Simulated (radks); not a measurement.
Question: The table gives one normalised radial function P(r) = r R(r) of Ti3+ in [Ar] 4s1 (r in bohr). Calculated with a radial shooting solver on a logarithmic mesh with Libxc functionals: non-relativistic Kohn-Sham, LDA (Slater exchange, VWN5 correlation), spin-unpolarised, spherical densities, point nucleus.

r             P
0.004413  0.0000
0.005747  0.0000
0.007483  0.0000
0.009744  0.0001
0.01269   0.0001
0.01639   0.0003
0.02134   0.0007
0.02779   0.0014
0.03618   0.0029
0.04712   0.0059
0.06135   0.0118
0.07989   0.0232
0.1032    0.0432
0.1344    0.0791
0.175     0.1386
0.2278    0.2303
0.2967    0.3596
0.3863    0.5223
0.503     0.6969
0.6498    0.8400
0.8461    0.9109
1.102     0.8676
1.435     0.7124
1.868     0.4907
2.432     0.2723
3.167     0.1139
4.091     0.0339
5.327     0.0059
6.937     0.0005
9.033     0.0000

Which n and l does it have? It may be an empty orbital.

Answer: n = 3, l = 2: the number of nodes gives n - l - 1 = 0, the rise at small r (about r^(l+1)) gives l, and the extent must fit the shell. The curve is that of 3d. 3d (empty): eigenvalue -41.674 eV, 0 radial nodes, <r> = 1.17 bohr, 90 % of the charge inside 1.92 bohr.
